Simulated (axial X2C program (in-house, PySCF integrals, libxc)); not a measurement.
## Low determinants of RuCl⁺ at the PBE0 level, scalar-relativistic

Calculated with an axial X2C code built on PySCF integrals. Spin-free means the one-electron spin-free X2C Hamiltonian. Basis: Ru dyall-cv3z [12s12p8d5f3g], Cl dyall-av3z [9s8p3d2f] (cores contracted in-house); Gaussian nuclei, density fitting, unrestricted open shells. Masses: Ru 101.904 u, Cl 34.969 u.

Search at 2.150 Å (vertical energies from the lowest determinant):

```csv
ΔE (eV),state,electrons beyond evenly filled partner blocks,"electrons in σ, π, δ, φ"
0.00,"M_S = 2, Λ = 2","σα, π+α, π-α, δ+α, δ+β, δ-α",27 26 7 0
0.42,"M_S = 2, Λ = 1","σα, π+α, π+β, π-α, δ+α, δ-α",27 27 6 0
0.75,"M_S = 2, Λ = 0","π+α, π-α, δ+α, δ-α",28 26 6 0
0.94,"M_S = 1, Λ = 2","σβ, π+α, π-α, δ+α, δ+β, δ-α",27 26 7 0
1.24,"M_S = 1, Λ = 3","π+α, π+β, π-α, δ+α, δ+β, δ-α",26 27 7 0
1.27,"M_S = 1, Λ = 0","π+α, π-α",26 26 8 0
1.35,"M_S = 1, Λ = 2","σα, π+β, π-α, δ+α, δ+β, δ-α",27 26 7 0
```

Lowest determinant, M_S = 2, Λ = 2 (beyond evenly filled blocks: σα, π+α, π-α, δ+α, δ+β, δ-α): Re = 2.147 Å, ωe = 454.2 cm⁻¹.

The determinant in row 2 of the search, M_S = 2, Λ = 1 (beyond evenly filled blocks: σα, π+α, π+β, π-α, δ+α, δ-α), was followed along the bond at PBE0; measured from the minimum of the lowest determinant it gives:

Te = 0.401 eV (3232 cm⁻¹), Re = 2.192 Å, ωe = 434.7 cm⁻¹.

(1) Compare the bond of the determinant in row 2 with that of the lowest one.

The search compares states at one distance, so a state with another bond length can lie lower; it is not exhaustive and yields mostly the lowest determinant of each block pattern, so other components and higher states of one pattern are missing. These are energies of single determinants, not of spin-adapted states; PBE0 term energies can be off by some tenths of an eV, and the functional has no current term. The lowest determinant need not be the ground state where others lie within half an eV.

## Answers

(1) At PBE0 its Re is 0.045 Å longer and its force constant, which goes as ωe², is 0.92 times that of the lowest determinant. T0 ≈ Te + Δωe/2 = 3232 + (-10) = 3222 cm⁻¹.
